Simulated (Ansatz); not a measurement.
C₂H₆Zn, singlet, geometry from GFN2-xTB (such geometries of metal compounds can be far from the true shape). Base run: B3LYP/def2-SVP (Ansatz, a quantum-chemistry and plane-wave program).

Geometry (Å):
```xyz
9

Zn     0.0000     0.0000     0.0000
C      1.5817     0.2271    -1.2717
H      2.2905    -0.5916    -1.1830
H      2.1281     1.1455    -1.0747
H      1.2621     0.2620    -2.3097
C     -1.5817    -0.2271     1.2717
H     -2.1281    -1.1455     1.0747
H     -2.2905     0.5916     1.1830
H     -1.2621    -0.2620     2.3097
```
All else is at Ansatz's defaults.

The base run was repeated with changes; each row names its change, and settings that it needs were set with it.

```tsv
change	E (Eh)
base	-1858.94230
functional = hse06	-1858.53118
functional = cam_b3lyp	-1858.94341
functional = pbe0; dispersion = d3bjatm	-1858.54199
functional = blyp	-1858.90415
functional = SVWN5	-1855.21562
functional = hf	-1856.71030
functional = BHLYP	-1858.79498
functional = wB97X-V	-1858.69348
functional = lc_wpbe	-1858.60886
functional = b3lyp5	-1858.75767
functional = wB97X	-1858.90850
functional = pbe0	-1858.53809
```

Total energies compare only within one method and basis.
